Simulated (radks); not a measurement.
Spherical quantum dot in the effective-mass picture: electrons in a parabolic well V = omega^2 r^2 / 2 with omega = 1.32, all in effective atomic units (hartree* = m*/eps^2 hartree, bohr* = eps/m* bohr), one dielectric constant everywhere. Calculated with a radial shooting solver with Libxc functionals: non-relativistic Kohn-Sham, PBE, spin-polarised, spherical densities. Levels are named by radial order and angular momentum (1s, 1p, 1d, 2s, ...), and open shells are averaged over m. Results are scaled to m* = 0.371 and eps = 11.5, for which hartree* = 76.34 meV and bohr* = 1.64 nm. Each electron was tried in the lowest free levels, single moves between levels near the top were tried too, and the lowest total energy was kept; such a search can miss a lower state. At N = 1 the Hartree and exchange-correlation terms need not cancel, so that row can carry a self-interaction error.

| N | open shells | 2S | E (meV) | mu = E(N) - E(N-1) (meV) | addition energy mu(N+1) - mu(N) (meV) | e(HOMO) (meV) | rms radius (nm) |
|---|---|---|---|---|---|---|---|
| 1 | 1s(up 1, down 0) | 1 | 151.845 | 151.85 | 64.89 | 176.84 | 1.752 |
| 2 | none | 0 | 368.580 | 216.74 | 133.3 | 240.39 | 1.849 |
| 3 | 1p(up 1, down 0) | 1 | 718.662 | 350.08 | 41.22 | 370.40 | 2.081 |
| 4 | 1p(up 2, down 0) | 2 | 1109.96 | 391.30 | 41.94 | 412.28 | 2.214 |
| 5 | 1p(up 3, down 0) | 3 | 1543.21 | 433.25 | 53.85 | 454.15 | 2.310 |
| 6 | 1p(up 3, down 1) | 2 | 2030.30 | 487.09 | 37.81 | 505.77 | 2.394 |
| 7 | 1p(up 3, down 2) | 1 | 2555.21 | 524.91 | 38.48 | 544.13 | 2.465 |
| 8 | none | 0 | 3118.59 | 563.39 | 109.4 | 582.61 | 2.528 |
| 9 | 1d(up 1, down 0) | 1 | 3791.41 | 672.82 | 33.72 | 689.67 | 2.621 |
| 10 | 1d(up 2, down 0) | 2 | 4497.95 | 706.54 | 33.68 | 723.40 | 2.701 |
| 11 | 1d(up 3, down 0) | 3 | 5238.17 | 740.22 | 33.50 | 757.01 | 2.770 |
| 12 | 1d(up 4, down 0) | 4 | 6011.90 | 773.72 | 33.25 | 790.39 | 2.833 |
| 13 | 1d(up 5, down 0) | 5 | 6818.87 | 806.97 | 42.66 | 823.50 | 2.890 |
| 14 | 1d(up 5, down 1) | 4 | 7668.49 | 849.63 | 31.31 | 865.27 | 2.945 |
| 15 | 1d(up 5, down 2) | 3 | 8549.43 | 880.93 | 31.32 | 896.60 | 2.995 |
| 16 | 1d(up 5, down 3) | 2 | 9461.68 | 912.25 | 31.21 | 927.88 | 3.043 |
| 17 | 1d(up 5, down 4) | 1 | 10405.1 | 943.46 | 31.03 | 959.01 | 3.088 |
| 18 | none | 0 | 11379.6 | 974.50 | 40.08 | 989.94 | 3.130 |
| 19 | 2s(up 1, down 0) | 1 | 12394.2 | 1014.6 | 35.70 | 1030.2 | 3.172 |
| 20 | none | 0 | 13444.5 | 1050.3 | 76.44 | 1065.5 | 3.213 |
| 21 | 1f(up 1, down 0) | 1 | 14571.2 | 1126.7 | 28.10 | 1140.8 | 3.262 |
| 22 | 1f(up 2, down 0) | 2 | 15726.0 | 1154.8 | 27.98 | 1168.8 | 3.307 |
| 23 | 1f(up 3, down 0) | 3 | 16908.8 | 1182.8 | 27.84 | 1196.7 | 3.351 |
| 24 | 1f(up 4, down 0) | 4 | 18119.4 | 1210.6 | 27.68 | 1224.5 | 3.392 |
| 25 | 1f(up 5, down 0) | 5 | 19357.7 | 1238.3 | 27.52 | 1252.1 | 3.432 |
| 26 | 1f(up 6, down 0) | 6 | 20623.6 | 1265.8 | 27.36 | 1279.5 | 3.470 |
| 27 | 1f(up 7, down 0) | 7 | 21916.8 | 1293.2 | 34.61 | 1306.8 | 3.506 |
| 28 | 1f(up 7, down 1) | 6 | 23244.6 | 1327.8 | - | 1341.0 | 3.542 |

All shells are closed at N = 2, 8, 18, 20 (there: 1s2 1p6 1d10 2s2); the second difference of the energy has clear peaks (12 % above both neighbours; the first and last values, which can be the largest, are not judged, and half-filled shells can peak too) at N = 2, 5, 8, 13, 18, 20.
